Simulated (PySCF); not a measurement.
Gas-phase thermal properties of TiCl4.NH3

Energies from PySCF (xtb for GFN2), thermal terms from the rigid-rotor harmonic-oscillator model, ideal gas at 1 bar. 6-31G* has spherical d functions here. All species are closed-shell singlets. B3LYP is the form with VWN-RPA correlation. Adducts (TiCl4.NH3) have no counterpoise correction, and HF, PBE, BLYP, B3LYP and PBE0 lack dispersion. TiCl4.NH3: computed as isolated molecules; such fragments, hydroxides, amides, oligomers or adducts are transient or little studied in the gas. The harmonic model lacks anharmonicity and excited electronic states, which grow with temperature; levels with a mode under 35 cm⁻¹ are left out. Soft modes under 120 cm⁻¹ make the harmonic entropy rough for TiCl4.NH3.

```csv
level,point group,σ,ZPE (kJ/mol),S°298 (J/mol/K),Cp298 (J/mol/K),S°1000 (J/mol/K),H1000 − H298 (kJ/mol)
B3LYP/6-31G*,C3v,3,118.5,410.5,135.9,600.2,112.8
GFN2-xTB,C3v,3,107.4,424.5,142.8,620.0,115.8
HF/6-31G*,C3v,3,127.2,403.2,132.8,589.6,110.9
PBE/def2-SVP,C3v,3,113.2,416.6,138.4,609.1,114.3
PBE0/def2-TZVP,C3v,3,117.8,411.7,136.4,602.2,113.2
```
σ: rotational symmetry number. Electronic degeneracy used: 1. Frequencies are unscaled.
